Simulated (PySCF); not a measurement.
**A single-point calculation**

[Pm(SH)2]+ (singlet in the valence; each metal's 4f electrons, 4 of them, lie in its core potential, out of spins and levels). PySCF 2.14.0, RKS PBE0, Pm lcecp-1-SVP with ECP50, S def2-SVP, H def2-SVP; non-relativistic Hamiltonian with scalar-relativistic core potentials where named; density fitting; no spin-orbit coupling. The geometry is an unrelaxed template.

```python
mol = gto.M(atom='''
Pm     0.00000     0.00000     0.00000
S      2.52330     0.00000     1.12930
H      3.33750    -0.33650     0.11790
S     -2.52330     0.00000     1.12930
H     -3.33750     0.33650     0.11790''',
    basis={'Pm': 'lcecp-1-SVP', 'S': 'def2-SVP', 'H': 'def2-SVP'},
    ecp={'Pm': 'lcecp-1-SVP'},
    charge=1, spin=0)
mf = dft.RKS(mol, xc='PBE0')
mf.grids.atom_grid = (50, 194)  # f atoms: unpruned, at least (60, 302)
mf = mf.density_fit()  # fitting sets: Pm AutoAux, S def2-universal-JKFIT, H def2-universal-JKFIT
mf.conv_tol = 1e-08; mf.max_cycle = 55
mf.kernel(dm0)  # dm0: free metal ions and neutral atoms
```

Run from Python with OMP_NUM_THREADS=2; the lines above give its settings. Where DIIS fails, smearing, a level shift and second-order steps follow.
It took 2.2 s on 2 threads of Arm Neoverse V1 (shared host), peak memory 0.41 GiB.

**Question.** Where do the frontier levels lie, over both spins?

**Answer.** HOMO -11.40 eV, LUMO -7.82 eV. The 4f levels lie in the core potential and are missing.

**Question.** What are the Mulliken charges and spins?

**Answer.** 
```tsv
atom	charge (e)	spin (e)
Pm1	1.303	0.000
S2	-0.296	0.000
H3	0.144	0.000
S4	-0.296	0.000
H5	0.144	0.000
```
The spin of the 4f electrons in the core isn't counted.

An lcecp potential fixes the number of 4f electrons, so in runs with it no electron can move into or out of that shell.
